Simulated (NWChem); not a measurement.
Species: C₂H₆O₂Si; SMILES C([SiH2]C=O)O

All runs: NWChem. Pople sets run with spherical d functions. Coordinates come from a B3LYP/6-31G* (spherical d) optimisation. Level: B3LYP/6-31G* with SMD, gas-phase geometry; reactions with the solvents are ignored. One conformer.

| SMD term (kcal/mol) | water | toluene |
|---|---|---|
| distortion of the solute's density | 1.99 | 0.15 |
| polarisation | -12.52 | -2.99 |
| cavity, dispersion and structure | 5.01 | -0.96 |

Task: Sum the solvation free energies, find the transfer free energy from water to toluene and the partition coefficient at 298.15 K.

Result: 
1. ΔG(solv, water) = -5.52 kcal/mol and ΔG(solv, toluene) = -3.80 kcal/mol (1 M gas to 1 M solution).
2. Transfer: -3.80 − (-5.52) = 1.72 kcal/mol.
3. log₁₀ K(toluene/water) = −ΔG/(RT ln 10) = -1.72/1.364 = -1.3, so the model puts more of the solute in water.
4. Of the transfer energy, 7.69 kcal/mol is electrostatic and -5.97 comes from the non-electrostatic term. The two phases are taken as the pure solvents.
